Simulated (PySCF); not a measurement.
# Cr²⁺: excitation energy

Cr²⁺ [Ar] 3d4 (5D) → Cr²⁺ [Ar] 3d3 4s1 (5F), as a difference of total energies. All numbers are calculated (PySCF 2.14, the spin-free X2C one-electron Hamiltonian (Gaussian nucleus), in x2c-TZVPPall (6s5p4d2f1g, 64 functions)). Correlated levels: valence: [Ar] frozen. The calculations carry no spin-orbit coupling.

| method | excitation energy (cm⁻¹) |
| --- | --- |
| UHF | 45860 |
| MP2 (valence) | 48957 |
| SCS-MP2 (valence) | 46892 |
| CCSD (valence) | 49099 |
| CCSD(T) (valence) | 49134 |

A first-order spin-orbit estimate (lowest level to lowest level, LS coupling) adds -0.022 eV.

The basis was made for the ground configuration and has no added diffuse functions, so the excitation energy can come out too high.
